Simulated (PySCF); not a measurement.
Atom-mapped SMILES (the numbers label the heavy atoms): `[CH:1]#[C:2][c:3]1[n:4][n:5]([CH2:6][CH3:7])[n:8][c:9]1[SiH3:10]`; H(Xn) means a hydrogen on atom n.

Level of theory: GIAO PBE0/pcSseg-1 shieldings, geometry: GFN2-xTB, in PySCF 2.14 (averaged over atoms made equivalent by symmetry, fast rotation or ring inversion, gas phase, non-relativistic Hamiltonian, a single conformation).

Referencing at the same level of theory: ¹³C (σref 186.93) against TMS.

**Question.** Do the ¹³C shifts follow the atomic charges (in e)? Tabulate both.

**Answer.** 
```json
{"atoms": "C9", "hybridisation": "sp2", "δ (ppm)": "148.2", "σ para (ppm)": "-217", "Hirshfeld": "-0.08", "IAO": "-0.22", "Mulliken": "-0.23", "ESP-fitted": "-0.07"}
{"atoms": "C3", "hybridisation": "sp2", "δ (ppm)": "142.7", "σ para (ppm)": "-204", "Hirshfeld": "+0.02", "IAO": "+0.04", "Mulliken": "+0.10", "ESP-fitted": "+0.50"}
{"atoms": "C1", "hybridisation": "sp", "δ (ppm)": "93.1", "σ para (ppm)": "-166", "Hirshfeld": "-0.09", "IAO": "-0.21", "Mulliken": "-0.38", "ESP-fitted": "-0.30"}
{"atoms": "C2", "hybridisation": "sp", "δ (ppm)": "79.6", "σ para (ppm)": "-140", "Hirshfeld": "-0.05", "IAO": "-0.03", "Mulliken": "+0.43", "ESP-fitted": "-0.21"}
{"atoms": "C6", "hybridisation": "sp3", "δ (ppm)": "51.4", "σ para (ppm)": "-109", "Hirshfeld": "-0.01", "IAO": "-0.15", "Mulliken": "+0.04", "ESP-fitted": "+0.07"}
{"atoms": "C7", "hybridisation": "sp3", "δ (ppm)": "19.4", "σ para (ppm)": "-79", "Hirshfeld": "-0.12", "IAO": "-0.43", "Mulliken": "-0.29", "ESP-fitted": "-0.24"}
```

Correlation coefficients of δ with charge over these carbons: Hirshfeld +0.38, IAO +0.58, Mulliken +0.06, ESP-fitted +0.50; with the paramagnetic shielding -1.00. With so few points, grouped by hybridisation, these coefficients are fragile. Charge is one influence among several: hybridisation and low-lying excitations act through the paramagnetic term.

Shifts are as computed. Against solution values, carbons near 30 ppm lie about +3 ppm off and those near 130 ppm about +5 ppm. Of 1211 compounds with measured shifts, 218 miss one by over three times the rms of a fit or turn the order of signals round; such compounds aren't used in these exercises.
